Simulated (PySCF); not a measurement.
PySCF input for C2H5O2, SMILES [O]CCO, multiplicity 2, PBE-D3(BJ)/def2-SVP. Geometry: PBE-D3(BJ)/def2-SVP. The isomer is the one that the SMILES or the coordinates give; other isomers of the formula were not compared. The values are those of a single conformer.

```python
import numpy as np
from pyscf import gto, scf, dft, df
from pyscf.hessian import thermo

mol = gto.M(
    atom='''
    O     1.43637613   -0.01150498    0.74127380
    C     0.85019745   -0.33354627   -0.39919944
    C    -0.74251802   -0.42628084   -0.18258442
    O    -1.35940553    0.78315567    0.09214600
    H     0.96312021    0.41776431   -1.23782978
    H     1.09760180   -1.36047407   -0.79968207
    H    -0.91464346   -1.10068477    0.67888213
    H    -1.11012456   -0.91764599   -1.11590458
    H    -1.29779547    1.34679751   -0.70212109
    ''',
    basis='def2-SVP',
    charge=0,
    spin=1,
    max_memory=1600,
    verbose=3,
)
mf = dft.UKS(mol, xc='pbe').density_fit(auxbasis='def2-universal-jkfit')
mf.disp = 'd3bj'
mf.grids.level = 3
mf.conv_tol = 1e-11
mf.max_cycle = 100
mf.kernel()
fine, coarse = mf.grids, dft.Grids(mol).set(level=1).build(with_non0tab=True)
for _ in range(3):  # follow internal instabilities
    mf.grids = coarse
    mo, _, stable, _ = mf.stability(return_status=True, nroots=4)
    mf.grids = fine
    if stable:
        break
    mf.kernel(mf.make_rdm1(mo, mf.mo_occ))

# [left out here: the lines that compute and print the analytic Hessian (its translational invariance restored by hand, since the grid's response is missing), thermochemistry and intensities]
```

Output:

```

WARN: HOMO -0.296023614224753 >= LUMO -0.296023614224755

converged SCF energy = -229.143836093037  <S^2> = 0.75226036  2S+1 = 2.0022591
<class 'pyscf.df.df_jk.DFUKS'> wavefunction is stable in the internal stability analysis

WARN: DFTD3 does not support analytical Hessian, using finite difference


WARN: Mole.unit (angstrom) is changed to Bohr

Mode                                 0                   1                   2
Irrep
Freq [cm^-1]                      173.1783            292.0254            358.7362
Reduced mass [au]                   2.6781              3.5021              1.1669
Force const [Dyne/A]                0.0473              0.1760              0.0885
Char temp [K]                     249.1651            420.1596            516.1416
Normal mode                   x     y     z       x     y     z       x     y     z
       0   O                 0.08 -0.11  0.01    0.15  0.01 -0.01   -0.03 -0.00  0.01
       1   C                 0.00  0.09 -0.00    0.02 -0.04  0.08    0.05 -0.03 -0.02
       2   C                 0.01  0.02  0.08   -0.04  0.05 -0.06    0.02  0.04 -0.04
       3   O                -0.08  0.01 -0.08   -0.12 -0.01  0.00    0.02  0.02  0.04
       4   H                -0.07  0.22  0.11    0.10 -0.16 -0.02    0.16 -0.11 -0.06
       5   H                -0.01  0.15 -0.17   -0.13 -0.13  0.19   -0.03 -0.10  0.09
       6   H                 0.10  0.13  0.18   -0.15 -0.05 -0.16    0.10  0.01 -0.04
       7   H                -0.00 -0.14  0.17    0.08  0.16 -0.17   -0.03  0.07 -0.03
       8   H                -0.22 -0.14 -0.20   -0.05  0.10  0.08   -0.81 -0.26 -0.22
Mode                                 3                   4                   5
Irrep
Freq [cm^-1]                      480.5678            670.2241            765.3136
Reduced mass [au]                   2.9113              1.8631              3.1319
Force const [Dyne/A]                0.3961              0.4931              1.0808
Char temp [K]                     691.4300            964.3032           1101.1159
Normal mode                   x     y     z       x     y     z       x     y     z
       0   O                -0.07 -0.02 -0.00    0.01 -0.03  0.01   -0.01  0.01 -0.02
       1   C                 0.09 -0.05 -0.08   -0.13  0.11  0.00   -0.13 -0.09  0.04
       2   C                 0.09  0.08  0.04    0.08 -0.00 -0.02    0.17  0.06  0.01
       3   O                -0.11 -0.01  0.01    0.03 -0.03 -0.01   -0.01 -0.01 -0.01
       4   H                 0.25 -0.13 -0.12    0.27 -0.19 -0.21   -0.28  0.07  0.17
       5   H                -0.00 -0.11  0.02   -0.40 -0.09  0.35    0.06  0.05 -0.18
       6   H                 0.21  0.14  0.11    0.20  0.01  0.01   -0.04 -0.02 -0.10
       7   H                 0.06 -0.05  0.12   -0.03 -0.05  0.04    0.27  0.10 -0.05
       8   H                 0.18  0.17  0.15    0.06 -0.01  0.01   -0.10  0.00 -0.01
Mode                                 6                   7                   8
Irrep
Freq [cm^-1]                      895.4773           1039.1525           1128.8360
Reduced mass [au]                   1.5003              2.2355              1.1563
Force const [Dyne/A]                0.7088              1.4222              0.8681
Char temp [K]                    1288.3924           1495.1090           1624.1437
Normal mode                   x     y     z       x     y     z       x     y     z
       0   O                 0.04  0.02  0.04   -0.03 -0.01 -0.05   -0.01 -0.04 -0.01
       1   C                -0.06 -0.06 -0.00    0.06  0.01  0.09    0.02  0.06  0.00
       2   C                -0.00 -0.00 -0.13   -0.06  0.10 -0.01    0.03 -0.05 -0.02
       3   O                -0.00  0.00  0.02    0.06 -0.10 -0.03   -0.01  0.03  0.00
       4   H                 0.05  0.06  0.14   -0.21  0.09  0.10   -0.36 -0.18 -0.28
       5   H                 0.20  0.05 -0.08   -0.37 -0.06 -0.05    0.32  0.01  0.32
       6   H                 0.28  0.27  0.14    0.10  0.25  0.13   -0.25  0.16  0.09
       7   H                -0.37 -0.36  0.20    0.16 -0.10  0.00    0.26 -0.22 -0.02
       8   H                -0.10  0.22  0.16   -0.13  0.18  0.16   -0.23  0.32  0.19
Mode                                 9                  10                  11
Irrep
Freq [cm^-1]                     1169.2757           1211.2991           1250.3722
Reduced mass [au]                   2.2422              1.1158              1.5398
Force const [Dyne/A]                1.8061              0.9645              1.4184
Char temp [K]                    1682.3274           1742.7897           1799.0072
Normal mode                   x     y     z       x     y     z       x     y     z
       0   O                -0.03 -0.01 -0.06   -0.01  0.02 -0.02   -0.03 -0.03 -0.10
       1   C                 0.05  0.00  0.10   -0.01 -0.01 -0.01   -0.04  0.02  0.09
       2   C                 0.02 -0.10 -0.06    0.00 -0.07  0.01   -0.03  0.04  0.01
       3   O                -0.04  0.10  0.04    0.00  0.04  0.01    0.01 -0.02  0.00
       4   H                -0.19  0.08  0.12    0.53  0.12  0.20    0.42  0.05  0.16
       5   H                -0.20 -0.06  0.04   -0.24  0.01 -0.24    0.57  0.10  0.23
       6   H                 0.46 -0.10  0.01   -0.36  0.03  0.02    0.10  0.04  0.03
       7   H                 0.14 -0.13 -0.07    0.36 -0.34  0.01    0.09  0.03 -0.03
       8   H                 0.13 -0.11 -0.11   -0.14  0.18  0.10    0.05 -0.08 -0.04
Mode                                12                  13                  14
Irrep
Freq [cm^-1]                     1305.2111           1344.8097           1423.4528
Reduced mass [au]                   1.4601              1.2505              1.1033
Force const [Dyne/A]                1.4655              1.3325              1.3172
Char temp [K]                    1877.9082           1934.8817           2048.0316
Normal mode                   x     y     z       x     y     z       x     y     z
       0   O                 0.03  0.01  0.06   -0.00 -0.01  0.00    0.00  0.01  0.01
       1   C                -0.05 -0.02 -0.07    0.01  0.01  0.00   -0.01 -0.00  0.01
       2   C                -0.10  0.04  0.00    0.02  0.07 -0.08    0.01 -0.08 -0.03
       3   O                 0.02  0.00  0.01   -0.01 -0.01  0.07   -0.01 -0.00  0.01
       4   H                -0.01 -0.14 -0.16   -0.08 -0.04 -0.07    0.08 -0.07 -0.05
       5   H                 0.11  0.04 -0.10   -0.02  0.00  0.02   -0.02  0.06 -0.17
       6   H                 0.40 -0.03  0.05   -0.38  0.28  0.00   -0.03  0.57  0.46
       7   H                 0.60 -0.15 -0.18    0.07 -0.36  0.11    0.04  0.47 -0.30
       8   H                 0.05 -0.09 -0.05    0.29 -0.50 -0.27    0.04 -0.07 -0.03
Mode                                15                  16                  17
Irrep
Freq [cm^-1]                     1469.2562           2750.9096           2788.8724
Reduced mass [au]                   1.1813              1.0500              1.1076
Force const [Dyne/A]                1.5025              4.6816              5.0758
Char temp [K]                    2113.9325           3957.9464           4012.5664
Normal mode                   x     y     z       x     y     z       x     y     z
       0   O                 0.01  0.01  0.02   -0.00 -0.00 -0.01    0.00 -0.00  0.00
       1   C                -0.01 -0.03 -0.11    0.02  0.01 -0.05   -0.01  0.09 -0.01
       2   C                -0.01 -0.01  0.00   -0.00  0.00  0.00   -0.00 -0.00 -0.00
       3   O                -0.00 -0.00  0.00    0.00 -0.00 -0.00   -0.00 -0.00 -0.00
       4   H                -0.08  0.49  0.39   -0.09 -0.58  0.60   -0.07 -0.31  0.34
       5   H                -0.05 -0.26  0.56   -0.10  0.46  0.16    0.20 -0.75 -0.28
       6   H                -0.02  0.11  0.09    0.00  0.00 -0.00    0.00  0.02 -0.02
       7   H                 0.11  0.06 -0.09   -0.01 -0.02 -0.04    0.01  0.02  0.04
       8   H                 0.02 -0.03 -0.01    0.00 -0.01  0.00    0.01 -0.00  0.00
Mode                                18                  19                  20
Irrep
Freq [cm^-1]                     2917.0784           3063.9768           3688.8182
Reduced mass [au]                   1.0681              1.0986              1.0662
Force const [Dyne/A]                5.3552              6.0765              8.5482
Char temp [K]                    4197.0263           4408.3804           5307.3881
Normal mode                   x     y     z       x     y     z       x     y     z
       0   O                -0.00 -0.00 -0.00    0.00  0.00 -0.00    0.00  0.00  0.00
       1   C                -0.00  0.00  0.00   -0.00 -0.00  0.00   -0.00  0.00 -0.00
       2   C                 0.03  0.04  0.05   -0.00 -0.04  0.08   -0.00 -0.00  0.00
       3   O                -0.00  0.00 -0.00    0.00  0.00 -0.00   -0.00 -0.04  0.05
       4   H                -0.00  0.01 -0.01    0.01  0.02 -0.01    0.00 -0.00  0.00
       5   H                 0.01 -0.05 -0.02   -0.00  0.01  0.00   -0.00  0.00  0.00
       6   H                -0.03 -0.15  0.21    0.14  0.56 -0.72    0.00  0.01 -0.01
       7   H                -0.30 -0.39 -0.78   -0.08 -0.10 -0.19   -0.00  0.00 -0.00
       8   H                -0.01  0.00 -0.00   -0.01 -0.00  0.02    0.05  0.57 -0.78
temperature 298.1500 [K]
pressure 101325.00 [Pa]
Rotational constants [GHz] 17.67611 5.15602 4.57778
Symmetry number 1
Zero-point energy (ZPE) 0.06877 [Eh]   180557.419 [J/mol]
                           tot       elec      trans        rot        vib
Entropy [J/mol/K]       295.139      5.763    160.028    101.079     28.269
Cv [J/mol/K]             67.467      0.000     12.472     12.472     42.524
Cp [J/mol/K]             75.782      0.000     20.786     12.472     42.524
Internal energy [J/mol]                      3718.434   3718.434 185885.013
Internal energy [Eh]   -229.07020  -229.14384
Enthalpy [J/mol]                             6197.391   3718.434 185885.013
Enthalpy [Eh]          -229.06926
Gibbs free energy [J/mol]                  -41514.846 -26418.311 177456.670
Gibbs free energy [Eh] -229.10278
mode   freq/cm-1   IR/(km/mol)
   1      173.18         5.418
   2      292.03         4.012
   3      358.74        99.868
   4      480.57        53.261
   5      670.22        36.955
   6      765.31        24.037
   7      895.48        14.409
   8     1039.15       232.663
   9     1128.84         2.622
  10     1169.28        35.916
  11     1211.30         2.440
  12     1250.37        11.302
  13     1305.21        11.760
  14     1344.81        26.185
  15     1423.45         6.129
  16     1469.26        12.089
  17     2750.91        74.984
  18     2788.87       118.937
  19     2917.08        48.517
  20     3063.98        12.308
  21     3688.82        39.827
max |gradient| / (hartree/bohr): 4.2298349411145315e-05
APT charges: [-0.2418  0.0317  0.7388 -0.5786 -0.0767 -0.0552 -0.0156 -0.0711  0.2686]
```

The calculation finished and met its thresholds.

Cost: very roughly 80 core-seconds.
